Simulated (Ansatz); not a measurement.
`C=C[SiH2]S[SiH](Cl)Cl` + `N[SiH3]` → `[SiH3]N[SiH](Cl)Cl` + `C=C[SiH2]S`  (ligand exchange at the Si–S bond)

Program: Ansatz. Geometries: PBE0-D4/def2-TZVP. ΔE: electronic, gas phase. CCSD(T)/CBS adds triple-zeta CCSD(T) − MP2 to the extrapolated MP2 energy (def2 sets, frozen cores). This one scheme is used for every species. Functionals use def2-TZVPP. B3LYP here is the variant with VWN-RPA as its local correlation; programs differ in this. One conformer a species, not always the lowest.

Problem. Is it downhill or uphill in electronic energy at CCSD(T)/CBS, and by how much? (Estimate.)

Solution. Ansatz gave: Downhill: ΔE = -7.3 kJ/mol.

Problem. What do these levels give: r2SCAN-D4, PBE0-D4, ωB97X-V, PBE, B3LYP, MP2/def2-TZVPP, SCS-MP2/def2-TZVPP, CCSD/def2-TZVPP, MP2/def2-QZVPP, SCS-MP2/def2-QZVPP, MP2/CBS(def2), CCSD/CBS(def2)? (Best estimate.)

Solution. Computed: r2SCAN-D4 -4.1, PBE0-D4 0.3, ωB97X-V -7.9, PBE -5.3, B3LYP -19.0, MP2/def2-TZVPP -4.5, SCS-MP2/def2-TZVPP -11.0, CCSD/def2-TZVPP -16.3, MP2/def2-QZVPP -2.3, SCS-MP2/def2-QZVPP -9.2, MP2/CBS(def2) 0.1, CCSD/CBS(def2) -11.7 kJ/mol.

Largest T1 diagnostic among the species: 0.011.

The D4 term adds +14.2 kJ/mol with B3LYP and +8.4 kJ/mol with PBE0; it sums over pairs of atoms, weighted by their polarisabilities, and B3LYP, whose exchange is more repulsive, gets the larger term. In def2-TZVPP, CCSD(T) changes the Hartree–Fock value by +18.4 kJ/mol (the triples alone add +4.4 kJ/mol) and MP2 by +25.9 kJ/mol.
